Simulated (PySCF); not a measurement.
## Correlation energy of V³⁺ (vanadium, charge +3)

[Ar] 3d2, high-spin 3F determinant. All numbers are calculated (PySCF 2.14, no relativity, point nucleus, in def2-QZVPPD (11s6p5d3f2g, 93 functions)). Frozen: [Ne]; 10 electrons correlated.

```json
{"level": "CCSD", "correlation energy (mhartree)": "-286.13"}
{"level": "(T)", "correlation energy (mhartree)": "-5.53"}
{"level": "CCSD(T)", "correlation energy (mhartree)": "-291.66"}
```

Diagnostics: T1 = 0.0031, D1 = 0.0065, largest double amplitude 0.030.

Problem. Is a single reference adequate?

Solution. Yes: T1 lies below 0.03 and no double amplitude reaches 0.07.

This basis was not built for core-valence correlation, so the inner-shell part is incomplete.
